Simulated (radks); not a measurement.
Ionisation of neutral iron, [Ar] 3d6 4s2, to [Ar] 3d6 4s1 as the strength of local exchange is varied. Calculated with a radial shooting solver on a logarithmic mesh with Libxc functionals: scalar-relativistic Kohn-Sham, Slater X-alpha exchange (alpha = 2/3 is LDA exchange), no correlation, spin-polarised, spherical densities, finite nucleus; open shells are filled with parallel spins first; Fermi nuclear charge, rms radius 3.7377 fm.

| alpha | E(Fe) (hartree) | exchange (hartree) | IE (eV) | -e of the level emptied (eV) | <r> of it (bohr) |
|---|---|---|---|---|---|
| 0.667 | -1268.16230 | -51.19327 | 6.785 | 3.979 (4s) | 3.209 |
| 0.705 | -1271.08417 | -54.23794 | 6.963 | 4.174 (4s) | 3.181 |
| 0.736 | -1273.47291 | -56.73181 | 7.112 | 4.338 (4s) | 3.158 |
| 0.753 | -1274.78481 | -58.10324 | 7.194 | 4.429 (4s) | 3.146 |
| 0.826 | -1280.43394 | -64.02306 | 7.555 | 4.829 (4s) | 3.093 |
| 0.833 | -1280.97696 | -64.59333 | 7.591 | 4.869 (4s) | 3.088 |
| 0.85 | -1282.29672 | -65.98017 | 7.677 | 4.965 (4s) | 3.076 |
| 0.998 | -1293.84425 | -78.16727 | 8.455 | 5.839 (4s) | 2.974 |

NIST Atomic Spectra Database: 7.902 eV (measured). The Delta-SCF value meets it near alpha = 0.89. Open shells are spherical and high-spin; term and fine-structure splittings are not resolved.
